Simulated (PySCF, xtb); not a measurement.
CHOS, SMILES [OH+]=C=S, charge +1.

GFN2-xTB in xtb at its own geometry gives an orbital gap of 3.95 eV.

Coordinates come from a B3LYP-D3(BJ)/def2-TZVP optimisation. The isomer is the one that the SMILES or the coordinates give; other isomers of the formula were not compared.

Question: What does PBE0/def2-TZVPD run with PySCF give? (An estimate is asked for; the answer gives what the named calculation found.)

Answer: gap 7.13 eV (levels -16.00 and -8.87 eV).
